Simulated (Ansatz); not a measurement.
Relaxation of Na₈H₇⁺ with RKS PBE0-D4/def2-SVP.

```sh
$ ansatz run in.yaml --threads 4 --pin off --events-out ev --progress --plain --max-ram 4787MiB
```

```yaml
crystal:
  periodic: [false, false, false]
  atoms:
    - {symbol: Na, position_ang: [-0.672700, 0.081220, -4.211550]}
    - {symbol: Na, position_ang: [1.996560, -1.275300, -2.411750]}
    - {symbol: Na, position_ang: [-0.689130, 3.183610, -2.663300]}
    - {symbol: Na, position_ang: [1.268860, 0.708000, 2.480330]}
    - {symbol: Na, position_ang: [-1.414470, -1.325260, 2.821220]}
    - {symbol: Na, position_ang: [1.226680, -2.428940, 1.078050]}
    - {symbol: Na, position_ang: [2.038140, 2.618470, -0.577150]}
    - {symbol: Na, position_ang: [3.914640, -0.207150, 0.313240]}
    - {symbol: H, position_ang: [0.661190, 3.627710, -1.341630]}
    - {symbol: H, position_ang: [-0.460340, 0.379010, 3.152750]}
    - {symbol: H, position_ang: [-1.344730, 1.802620, -3.794420]}
    - {symbol: H, position_ang: [-3.401520, -1.239680, 3.472030]}
    - {symbol: H, position_ang: [-3.231130, -1.967640, 3.666980]}
    - {symbol: H, position_ang: [-0.525920, -2.695750, 1.709830]}
    - {symbol: H, position_ang: [0.633860, -1.260910, -3.694650]}
basis:
  gaussian: {orbitals: def2-SVP}
total_charge: 1
hamiltonian: {xc: pbe0, dispersion: d4}
scf: {lower_state_search: "off"}
output: {orbitals: {seedname: orbitals}}
relax: {f_tol: 0.02, max_steps: 100}
```

Run time 6.3 min (4 threads of Arm Neoverse V2 on a shared host).

Positions (Å) and forces (eV/Å) at steps 1, 2, 3, 4, 6, 7, 8, 9, 10, 11, 12, 13, 14, 15, 16, 17, 18, 19, 20 of 92:

```xyz
15
step=1 energy=-35402.9511 eV
Na   -0.673    0.081   -4.212   -0.247   -0.253   -0.350
Na    1.997   -1.275   -2.412    0.225   -0.049    0.108
Na   -0.689    3.184   -2.663   -0.273    0.406   -0.039
Na    1.269    0.708    2.480    0.225    0.261    0.054
Na   -1.414   -1.325    2.821    0.159    0.032   -0.064
Na    1.227   -2.429    1.078    0.251   -0.206   -0.172
Na    2.038    2.618   -0.577    0.256   -0.055    0.082
Na    3.915   -0.207    0.313    0.355   -0.043    0.081
H     0.661    3.628   -1.342    0.013    0.110    0.068
H    -0.460    0.379    3.153   -0.106    0.044    0.084
H    -1.345    1.803   -3.794   -0.140    0.067   -0.066
H    -3.402   -1.240    3.472   -0.204   -0.508    0.281
H    -3.231   -1.968    3.667   -0.427    0.418   -0.032
H    -0.526   -2.696    1.710   -0.108   -0.115    0.016
H     0.634   -1.261   -3.695    0.020   -0.108   -0.052
15
step=2 energy=-35403.3372 eV
Na   -0.786    0.002   -4.345   -0.068   -0.050   -0.063
Na    2.076   -1.294   -2.394    0.015    0.037   -0.078
Na   -0.804    3.339   -2.686   -0.065    0.080   -0.010
Na    1.351    0.822    2.523   -0.033    0.091    0.104
Na   -1.424   -1.327    2.822    0.119    0.021   -0.057
Na    1.312   -2.538    1.014   -0.021   -0.131   -0.008
Na    2.128    2.619   -0.562    0.029    0.043   -0.097
Na    4.025   -0.228    0.358    0.304   -0.042    0.078
H     0.677    3.628   -1.331   -0.007   -0.005    0.017
H    -0.434    0.403    3.164    0.033    0.003    0.001
H    -1.372    1.816   -3.817   -0.015    0.016   -0.018
H    -3.536   -1.264    3.537   -0.185    0.078    0.066
H    -3.373   -1.983    3.710   -0.147   -0.124    0.065
H    -0.495   -2.729    1.700    0.039   -0.013    0.002
H     0.654   -1.268   -3.693    0.000   -0.003    0.001
15
step=3 energy=-35403.4981 eV
Na   -0.854   -0.013   -4.408    0.003    0.016    0.028
Na    2.141   -1.189   -2.446   -0.032    0.035   -0.070
Na   -0.865    3.404   -2.719    0.009   -0.026    0.003
Na    1.406    0.867    2.609   -0.083    0.048    0.058
Na   -1.431   -1.339    2.838    0.053    0.006   -0.028
Na    1.377   -2.635    1.032   -0.078   -0.073    0.006
Na    2.207    2.598   -0.696   -0.032    0.038   -0.082
Na    4.169   -0.252    0.410    0.204   -0.030    0.054
H     0.688    3.608   -1.382   -0.003   -0.021    0.002
H    -0.399    0.385    3.197    0.049   -0.012   -0.013
H    -1.399    1.837   -3.851   -0.012    0.006   -0.019
H    -3.707   -1.289    3.624   -0.085    0.115    0.017
H    -3.553   -2.016    3.771   -0.042   -0.133    0.033
H    -0.448   -2.754    1.738    0.055    0.014    0.005
H     0.667   -1.213   -3.717   -0.006    0.016    0.006
15
step=4 energy=-35403.5586 eV
Na   -0.885   -0.005   -4.371   -0.010    0.038    0.012
Na    2.192   -1.101   -2.475    0.034    0.026   -0.003
Na   -0.881    3.378   -2.703   -0.012   -0.035   -0.021
Na    1.362    0.942    2.573   -0.037    0.028    0.011
Na   -1.441   -1.350    2.845    0.017   -0.001    0.008
Na    1.358   -2.670    0.986   -0.027   -0.028   -0.001
Na    2.278    2.573   -0.806    0.038   -0.011   -0.034
Na    4.349   -0.291    0.489    0.076   -0.009    0.014
H     0.694    3.530   -1.395   -0.022   -0.003    0.002
H    -0.392    0.352    3.181    0.019    0.036    0.007
H    -1.466    1.862   -3.891   -0.001    0.002    0.005
H    -3.775   -1.297    3.700   -0.035    0.019    0.025
H    -3.644   -2.043    3.776   -0.037   -0.030    0.004
H    -0.423   -2.736    1.772    0.023   -0.037   -0.024
H     0.673   -1.143   -3.680   -0.025    0.005   -0.004
15
step=6 energy=-35403.6190 eV
Na   -0.915    0.037   -4.270    0.011   -0.018    0.007
Na    2.367   -0.970   -2.521    0.007    0.001    0.006
Na   -0.902    3.278   -2.609    0.002   -0.004    0.019
Na    1.165    1.171    2.322   -0.051    0.012   -0.050
Na   -1.393   -1.401    2.915    0.015   -0.003    0.012
Na    1.275   -2.715    0.820   -0.009    0.013   -0.013
Na    2.514    2.546   -1.021    0.006   -0.001   -0.014
Na    4.521   -0.339    0.592   -0.031    0.013   -0.028
H     0.723    3.317   -1.329    0.035   -0.026    0.041
H    -0.436    0.391    3.129    0.012    0.000   -0.015
H    -1.569    1.894   -3.896   -0.003    0.006    0.015
H    -3.838   -1.316    3.853    0.018   -0.232   -0.016
H    -3.781   -2.078    3.772   -0.024    0.230    0.020
H    -0.418   -2.791    1.779   -0.004    0.002    0.006
H     0.687   -1.024   -3.535    0.016    0.005    0.012
15
step=7 energy=-35403.6489 eV
Na   -0.912    0.031   -4.235    0.010   -0.011    0.010
Na    2.411   -0.953   -2.530    0.009   -0.003    0.010
Na   -0.890    3.248   -2.541   -0.004   -0.015    0.017
Na    1.069    1.241    2.166   -0.080    0.015   -0.065
Na   -1.377   -1.416    2.945    0.015    0.005    0.012
Na    1.244   -2.700    0.771   -0.018    0.017   -0.010
Na    2.586    2.544   -1.072    0.004   -0.001   -0.015
Na    4.525   -0.333    0.582   -0.034    0.010   -0.027
H     0.744    3.258   -1.260    0.039   -0.032    0.067
H    -0.452    0.402    3.083    0.030    0.013   -0.030
H    -1.573    1.889   -3.852    0.008    0.009    0.024
H    -3.849   -1.324    3.888    0.018   -0.265   -0.034
H    -3.809   -2.084    3.773   -0.015    0.265    0.035
H    -0.420   -2.795    1.784    0.006   -0.005   -0.002
H     0.704   -1.007   -3.502    0.013   -0.001    0.008
15
step=8 energy=-35403.6897 eV
Na   -0.908    0.027   -4.206    0.010   -0.008    0.011
Na    2.443   -0.945   -2.535    0.015   -0.007    0.014
Na   -0.877    3.220   -2.474   -0.011   -0.022    0.019
Na    0.973    1.308    2.010   -0.100    0.029   -0.089
Na   -1.359   -1.421    2.965    0.020    0.010    0.010
Na    1.217   -2.686    0.732   -0.019    0.019   -0.009
Na    2.639    2.538   -1.111    0.010   -0.008   -0.012
Na    4.517   -0.328    0.575   -0.034    0.007   -0.028
H     0.757    3.200   -1.176    0.033   -0.044    0.100
H    -0.458    0.417    3.031    0.036    0.020   -0.046
H    -1.566    1.886   -3.808    0.017    0.012    0.031
H    -3.851   -1.331    3.912    0.015   -0.244   -0.041
H    -3.824   -2.087    3.774   -0.005    0.245    0.040
H    -0.421   -2.801    1.788    0.006   -0.007   -0.004
H     0.718   -0.999   -3.477    0.006   -0.003    0.005
15
step=9 energy=-35403.7462 eV
Na   -0.903    0.023   -4.183    0.012   -0.008    0.012
Na    2.469   -0.943   -2.538    0.021   -0.011    0.015
Na   -0.864    3.194   -2.407   -0.017   -0.028    0.025
Na    0.878    1.377    1.854   -0.116    0.053   -0.123
Na   -1.337   -1.416    2.977    0.026    0.017    0.007
Na    1.194   -2.673    0.701   -0.017    0.022   -0.009
Na    2.675    2.529   -1.138    0.021   -0.019   -0.008
Na    4.504   -0.325    0.569   -0.032    0.004   -0.030
H     0.763    3.137   -1.078    0.019   -0.062    0.139
H    -0.456    0.435    2.972    0.038    0.024   -0.063
H    -1.552    1.885   -3.766    0.026    0.017    0.038
H    -3.849   -1.336    3.929    0.012   -0.203   -0.039
H    -3.830   -2.087    3.774    0.004    0.205    0.037
H    -0.421   -2.805    1.791    0.003   -0.008   -0.003
H     0.728   -0.996   -3.458    0.000   -0.002    0.002
15
step=10 energy=-35403.8226 eV
Na   -0.898    0.022   -4.164    0.014   -0.008    0.013
Na    2.490   -0.944   -2.540    0.027   -0.016    0.015
Na   -0.852    3.169   -2.341   -0.021   -0.034    0.035
Na    0.785    1.447    1.700   -0.130    0.084   -0.162
Na   -1.312   -1.405    2.984    0.032    0.026    0.002
Na    1.176   -2.659    0.678   -0.015    0.026   -0.009
Na    2.699    2.514   -1.154    0.031   -0.035   -0.003
Na    4.492   -0.324    0.561   -0.028    0.002   -0.034
H     0.763    3.066   -0.967   -0.002   -0.086    0.182
H    -0.447    0.457    2.906    0.039    0.027   -0.081
H    -1.534    1.887   -3.728    0.036    0.022    0.047
H    -3.846   -1.339    3.941    0.011   -0.162   -0.035
H    -3.831   -2.087    3.772    0.010    0.165    0.031
H    -0.421   -2.809    1.794    0.000   -0.009   -0.001
H     0.735   -0.994   -3.443   -0.005   -0.001    0.001
15
step=11 energy=-35403.9208 eV
Na   -0.892    0.021   -4.149    0.017   -0.008    0.013
Na    2.509   -0.949   -2.544    0.032   -0.020    0.011
Na   -0.842    3.144   -2.274   -0.024   -0.040    0.048
Na    0.692    1.522    1.548   -0.140    0.107   -0.187
Na   -1.286   -1.388    2.985    0.039    0.037   -0.004
Na    1.161   -2.645    0.661   -0.014    0.032   -0.008
Na    2.713    2.493   -1.160    0.040   -0.053    0.005
Na    4.482   -0.324    0.552   -0.024    0.000   -0.039
H     0.757    2.987   -0.847   -0.026   -0.106    0.210
H    -0.433    0.481    2.833    0.039    0.029   -0.101
H    -1.512    1.890   -3.692    0.046    0.028    0.056
H    -3.842   -1.342    3.951    0.011   -0.133   -0.032
H    -3.828   -2.086    3.770    0.015    0.138    0.026
H    -0.422   -2.813    1.797   -0.002   -0.011    0.002
H     0.742   -0.991   -3.430   -0.008    0.001    0.001
15
step=12 energy=-35404.0282 eV
Na   -0.886    0.022   -4.136    0.019   -0.006    0.013
Na    2.529   -0.956   -2.549    0.035   -0.024    0.005
Na   -0.835    3.117   -2.204   -0.026   -0.044    0.055
Na    0.600    1.602    1.397   -0.144    0.086   -0.136
Na   -1.257   -1.364    2.980    0.043    0.051   -0.013
Na    1.147   -2.628    0.647   -0.014    0.039   -0.008
Na    2.718    2.464   -1.158    0.043   -0.070    0.013
Na    4.475   -0.327    0.541   -0.019    0.000   -0.043
H     0.747    2.899   -0.722   -0.047   -0.088    0.167
H    -0.416    0.509    2.750    0.035    0.029   -0.119
H    -1.486    1.895   -3.654    0.054    0.032    0.065
H    -3.837   -1.344    3.959    0.012   -0.117   -0.031
H    -3.824   -2.085    3.767    0.020    0.123    0.023
H    -0.422   -2.816    1.801   -0.002   -0.012    0.005
H     0.747   -0.988   -3.418   -0.010    0.002    0.003
15
step=13 energy=-35404.1096 eV
Na   -0.870    0.025   -4.122    0.021    0.013    0.015
Na    2.557   -0.982   -2.561    0.023   -0.025   -0.015
Na   -0.856    3.090   -2.113    0.005   -0.021    0.055
Na    0.486    1.697    1.267   -0.127   -0.013    0.059
Na   -1.220   -1.328    2.962    0.022    0.031   -0.007
Na    1.130   -2.587    0.638   -0.011    0.046   -0.014
Na    2.716    2.399   -1.139    0.002   -0.067    0.011
Na    4.470   -0.336    0.511   -0.004   -0.007   -0.034
H     0.727    2.822   -0.608   -0.031    0.013   -0.018
H    -0.406    0.534    2.649    0.021    0.032   -0.113
H    -1.436    1.905   -3.606    0.037    0.005    0.050
H    -3.827   -1.343    3.959    0.012   -0.022   -0.007
H    -3.803   -2.079    3.760    0.023    0.028   -0.002
H    -0.423   -2.826    1.810    0.001   -0.004    0.009
H     0.754   -0.990   -3.406    0.006   -0.008    0.012
15
step=14 energy=-35404.1594 eV
Na   -0.815    0.043   -4.081    0.010    0.007    0.018
Na    2.620   -1.044   -2.612    0.026   -0.038   -0.021
Na   -0.888    3.092   -2.008   -0.001    0.022   -0.039
Na    0.323    1.799    1.250   -0.027    0.013    0.061
Na   -1.212   -1.322    2.959    0.003    0.000   -0.005
Na    1.093   -2.489    0.601   -0.011    0.057   -0.027
Na    2.689    2.275   -1.146   -0.050   -0.050    0.021
Na    4.490   -0.373    0.463    0.007   -0.014   -0.025
H     0.717    2.834   -0.600   -0.007    0.008    0.025
H    -0.462    0.533    2.552   -0.015    0.015   -0.048
H    -1.384    1.904   -3.517    0.014   -0.010    0.030
H    -3.788   -1.337    3.955    0.015   -0.069   -0.022
H    -3.749   -2.070    3.745    0.013    0.073    0.015
H    -0.413   -2.825    1.819    0.011   -0.005    0.006
H     0.781   -1.021   -3.381    0.010   -0.008    0.009
15
step=15 energy=-35404.2144 eV
Na   -0.768    0.041   -4.027   -0.002   -0.009    0.021
Na    2.697   -1.156   -2.678    0.015   -0.027   -0.032
Na   -0.868    3.161   -2.020   -0.032    0.016    0.003
Na    0.252    1.913    1.323   -0.072    0.032    0.089
Na   -1.206   -1.326    2.946   -0.010   -0.005   -0.002
Na    1.047   -2.338    0.533   -0.031    0.065   -0.017
Na    2.572    2.124   -1.106   -0.056   -0.063    0.000
Na    4.520   -0.422    0.396    0.019   -0.018   -0.009
H     0.643    2.851   -0.529    0.069    0.030   -0.045
H    -0.538    0.538    2.475   -0.009   -0.015    0.000
H    -1.350    1.888   -3.453    0.028   -0.003   -0.001
H    -3.746   -1.333    3.948    0.015   -0.027   -0.011
H    -3.693   -2.062    3.733    0.005    0.027    0.007
H    -0.380   -2.823    1.820    0.038    0.003   -0.023
H     0.818   -1.057   -3.360    0.023   -0.006    0.018
15
step=16 energy=-35404.2702 eV
Na   -0.760    0.017   -3.973    0.024   -0.005    0.009
Na    2.758   -1.226   -2.735    0.020   -0.037   -0.026
Na   -0.892    3.191   -2.001    0.024    0.007   -0.019
Na    0.127    2.033    1.413   -0.002    0.058    0.006
Na   -1.217   -1.345    2.932    0.018   -0.027    0.002
Na    1.007   -2.182    0.463   -0.019    0.066   -0.006
Na    2.499    1.966   -1.119   -0.093   -0.051    0.028
Na    4.561   -0.469    0.362    0.013   -0.024   -0.014
H     0.649    2.881   -0.513   -0.024   -0.028    0.043
H    -0.567    0.525    2.466   -0.011    0.027   -0.030
H    -1.292    1.888   -3.438    0.008    0.003    0.026
H    -3.719   -1.333    3.944    0.012   -0.012   -0.006
H    -3.668   -2.062    3.727   -0.001    0.009    0.005
H    -0.334   -2.811    1.802    0.027    0.023   -0.048
H     0.848   -1.072   -3.333    0.003   -0.007    0.032
15
step=17 energy=-35404.3270 eV
Na   -0.726    0.008   -3.945    0.004   -0.009    0.014
Na    2.810   -1.304   -2.784    0.005   -0.058   -0.028
Na   -0.879    3.223   -2.012   -0.008    0.006    0.004
Na    0.068    2.149    1.491   -0.054    0.003    0.055
Na   -1.184   -1.357    2.926    0.010   -0.022   -0.019
Na    0.989   -2.022    0.398   -0.045    0.043    0.005
Na    2.382    1.810   -1.090   -0.048   -0.030    0.012
Na    4.596   -0.514    0.325    0.024   -0.035   -0.006
H     0.597    2.876   -0.459   -0.026   -0.003    0.004
H    -0.593    0.530    2.427    0.022    0.061   -0.035
H    -1.259    1.878   -3.415    0.026    0.006    0.013
H    -3.703   -1.335    3.943    0.013    0.019    0.002
H    -3.654   -2.064    3.726    0.002   -0.022   -0.004
H    -0.306   -2.785    1.742    0.049    0.039   -0.059
H     0.862   -1.093   -3.273    0.027    0.001    0.041
15
step=18 energy=-35404.3740 eV
Na   -0.702   -0.015   -3.895    0.015    0.010    0.021
Na    2.867   -1.457   -2.835   -0.043    0.031    0.023
Na   -0.909    3.260   -2.005    0.047   -0.037    0.012
Na   -0.029    2.278    1.578   -0.022   -0.059    0.012
Na   -1.157   -1.363    2.882    0.021   -0.012   -0.020
Na    0.962   -1.849    0.304   -0.040    0.010    0.012
Na    2.279    1.689   -1.049   -0.110   -0.048    0.009
Na    4.640   -0.586    0.285   -0.013   -0.007   -0.021
H     0.528    2.869   -0.419    0.009   -0.012    0.011
H    -0.594    0.549    2.406    0.021    0.089   -0.043
H    -1.196    1.874   -3.395    0.013    0.004    0.009
H    -3.678   -1.338    3.939    0.015    0.026    0.003
H    -3.635   -2.067    3.723    0.004   -0.028   -0.007
H    -0.261   -2.747    1.659    0.043    0.060   -0.079
H     0.887   -1.096   -3.180    0.042   -0.025    0.057
15
step=19 energy=-35404.3584 eV rejected
Na   -0.678   -0.030   -3.846   -0.018   -0.007   -0.004
Na    2.880   -1.479   -2.810   -0.017    0.008    0.019
Na   -0.882    3.247   -1.996    0.019    0.018    0.013
Na   -0.069    2.324    1.609   -0.007   -0.032    0.027
Na   -1.129   -1.363    2.839    0.023   -0.002   -0.023
Na    0.947   -1.741    0.210   -0.049   -0.056    0.002
Na    2.148    1.547   -1.048   -0.052    0.030    0.012
Na    4.650   -0.612    0.271   -0.025    0.006   -0.018
H     0.506    2.882   -0.380    0.003   -0.064   -0.026
H    -0.597    0.572    2.396    0.009    0.059   -0.034
H    -1.158    1.873   -3.396    0.036   -0.016    0.019
H    -3.648   -1.340    3.933    0.017    0.017    0.000
H    -3.612   -2.070    3.720    0.005   -0.018   -0.005
H    -0.236   -2.696    1.562    0.029    0.057   -0.070
H     0.878   -1.116   -3.065    0.027    0.001    0.088
15
step=20 energy=-35404.3501 eV rejected
Na   -0.690   -0.027   -3.871    0.001    0.002    0.020
Na    2.867   -1.453   -2.811   -0.006    0.011    0.018
Na   -0.887    3.254   -1.999    0.019   -0.009    0.010
Na   -0.042    2.292    1.589   -0.012   -0.012    0.011
Na   -1.136   -1.358    2.856    0.014    0.001   -0.019
Na    0.952   -1.819    0.249   -0.028    0.002   -0.025
Na    2.210    1.626   -1.055   -0.075   -0.024    0.011
Na    4.632   -0.593    0.274   -0.009   -0.001   -0.014
H     0.512    2.864   -0.402    0.017   -0.019   -0.004
H    -0.596    0.569    2.395    0.002    0.030   -0.012
H    -1.167    1.870   -3.387    0.022   -0.005    0.001
H    -3.659   -1.339    3.935    0.016    0.012   -0.002
H    -3.623   -2.069    3.721    0.006   -0.013   -0.004
H    -0.253   -2.716    1.601    0.022    0.040   -0.054
H     0.880   -1.101   -3.097    0.012   -0.016    0.063
```

The restricted singlet is unstable towards broken spin symmetry in Hartree–Fock (as tested in another run); at PBE0-D4/def2-SVP this wasn't settled. In the singlet, H12 and H13 lie 0.76 Å apart (atoms count from 1), so H2 has formed as a molecule. Another isomer (singlet) lies 1.08 eV lower at PBE0-D4/def2-TZVP; other spin states weren't run for this one.
